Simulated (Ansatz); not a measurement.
Reaction (formal exchange of groups at the Sn–O bond): `[CH3][SnH]([CH3])[OH]` + acetylene → `C#[C][SnH]([CH3])[CH3]` + H₂O

Calculated with Ansatz (gas phase, PBE0-D4/def2-TZVP geometries, no zero-point term in ΔE). CCSD(T)/CBS adds triple-zeta CCSD(T) − MP2 to the extrapolated MP2 energy (def2 sets, frozen cores). This one scheme is used for every species. DFT in def2-TZVPP. B3LYP here is the variant with VWN-RPA as its local correlation; programs differ in this. Elements past krypton have def2 core potentials. For Sn outer-core shells are correlated without core-valence functions, which leaves a few kJ/mol of doubt a bond. One conformer a species, not always the lowest.

`[CH3][SnH]([CH3])[OH]`:

Z-matrix (Å, degrees):
```
C
Sn 1 2.127
H 1 1.090 2 109.7
H 1 1.091 2 110.8 3 120.6
H 1 1.090 2 109.2 3 -119.3
C 2 2.137 1 113.4 3 177.8
O 2 1.979 1 102.6 3 62.2
H 2 1.719 1 113.5 3 -53.5
H 6 1.090 2 110.1 1 -176.7
H 6 1.091 2 110.5 1 63.0
H 6 1.090 2 109.3 1 -57.0
H 7 0.959 2 113.7 1 -158.4
```

`C#C`:

```xyz
4

C    -0.434   -0.404    0.080
C     0.434    0.404   -0.080
H    -1.207   -1.123    0.221
H     1.207    1.123   -0.221
```

`C#[C][SnH]([CH3])[CH3]`:

```xyz
13

C     1.174    2.637   -1.083
C     0.847    1.502   -0.834
Sn    0.257   -0.455   -0.372
C     0.862   -0.845    1.638
C    -1.863   -0.553   -0.603
H     1.465    3.638   -1.306
H     1.053   -1.492   -1.475
H     1.942   -0.735    1.728
H     0.582   -1.859    1.926
H     0.376   -0.137    2.309
H    -2.221   -1.559   -0.380
H    -2.337    0.153    0.078
H    -2.137   -0.297   -1.626
```

H₂O:

Cartesian coordinates in Å:
```
O -0.360 -0.054 -0.137
H 0.357 -0.691 -0.113
H 0.003 0.745 0.251
```

```json
{"level": "r2SCAN-D4", "ΔE (kJ/mol)": "6.5"}
{"level": "B3LYP-D4", "ΔE (kJ/mol)": "6.7"}
{"level": "ωB97X-V", "ΔE (kJ/mol)": "5.1"}
{"level": "B2PLYP", "ΔE (kJ/mol)": "5.3"}
{"level": "r2SCAN", "ΔE (kJ/mol)": "7.3"}
{"level": "CCSD/def2-TZVPP", "ΔE (kJ/mol)": "-4.5"}
{"level": "MP2/def2-QZVPP", "ΔE (kJ/mol)": "-5.4"}
{"level": "CCSD/CBS(def2)", "ΔE (kJ/mol)": "0.4"}
```

Problem. What does CCSD(T)/CBS give? (Best estimate.)

Solution. Ansatz gave: -0.9 kJ/mol. The listed levels differ from it by 7.4, 7.6, 6.0, 6.2, 8.2, -3.6, -4.5, 1.3 kJ/mol.

Largest T1 diagnostic among the species: 0.013.

In def2-TZVPP, CCSD(T) changes the Hartree–Fock value by −10.2 kJ/mol (the triples alone add −1.2 kJ/mol) and MP2 by −13.1 kJ/mol. The D4 term adds −3.9 kJ/mol with B3LYP and −2.4 kJ/mol with PBE0; it sums over pairs of atoms, weighted by their polarisabilities, and B3LYP, whose exchange is more repulsive, gets the larger term.
